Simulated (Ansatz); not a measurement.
Reaction (formal exchange of groups at a Mo–N bond): `[NH2][Mo]([NH2])(=[O])=[O]` + `CC1(O)C=N1` → `[CH3][Mo]([NH2])(=[O])=[O]` + `NC1(O)C=N1`

Gas-phase electronic energies from Ansatz, PBE0-D4/def2-TZVP geometries. CCSD(T)/CBS is the MP2 limit (def2-TZVPP, def2-QZVPP) plus CCSD(T) − MP2 in def2-TZVPP, frozen cores. Functionals use def2-TZVPP. B3LYP here is the variant with VWN-RPA as its local correlation; programs differ in this. def2 core potentials past Kr. For Mo outer-core shells are correlated without core-valence functions, which leaves a few kJ/mol of doubt a bond. One conformer a species, not always the lowest.

(1) Is it downhill or uphill in electronic energy at CCSD(T)/CBS, and by how much? (An estimate is asked.)

(2) What do these levels give: r2SCAN, B3LYP, LC-ωPBE, CCSD(T)/def2-TZVPP, MP2/def2-QZVPP, CCSD/CBS(def2)? (Best estimate.)

Largest T1 diagnostic among the species: 0.025, so the coupled-cluster value is less sure than usual.

Answers

(1) The calculation gave: Uphill: ΔE = +0.83 eV.

(2) The calculation gave: r2SCAN 0.86, B3LYP 0.86, LC-ωPBE 0.86, CCSD(T)/def2-TZVPP 0.81, MP2/def2-QZVPP 0.88, CCSD/CBS(def2) 0.81 eV.

Leaving LDA and LC-ωPBE aside and taking each functional with its dispersion term where it has one, the values, not all of them listed here, spread over 0.06 eV, from HSE06-D4 to BLYP-D4.
